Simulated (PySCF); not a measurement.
Electronic structure of Zn²⁺ (zinc, charge +2) at the UHF level

Configuration: [Ar] 3d10, closed-shell 1S. All numbers are calculated (PySCF 2.14, the non-relativistic Hamiltonian (point nucleus), in 6-31G* (5s4p2d1f, 34 functions)).

```json
{
  "Total energy": "-1776.610408 hartree",
  "One-electron energy": "-2461.9086 hartree",
  "Hartree (Coulomb) energy": "754.6586 hartree",
  "Exchange energy": "-69.3604 hartree",
  "Kinetic energy": "1776.49980 hartree",
  "⟨S²⟩": "0.0000",
  "⟨L²⟩": "0.000",
  "Sum of ⟨r⟩": "15.97 bohr",
  "Sum of ⟨r²⟩": "14.36 bohr²",
  "Density at the nucleus (Gaussians lack the cusp)": "17400 bohr⁻³",
  "Langevin diamagnetic susceptibility": "-11.4 ×10⁻⁶ cm³/mol",
  "Time after the integrals": "0.07 s of wall time on 1 thread of Neoverse-V2 (shared host)"
}
```

| shell | electrons | mean orbital energy (eV) | rms radius, mean of both spins (bohr) |
| --- | --- | --- | --- |
| 1s | 2 | -9633.5 | 0.0591 |
| 2s | 2 | -1227.0 | 0.248 |
| 2p | 6 | -1079.3 | 0.221 |
| 3s | 2 | -173.13 | 0.743 |
| 3p | 6 | -124.43 | 0.782 |
| 3d | 10 | -40.667 | 0.957 |
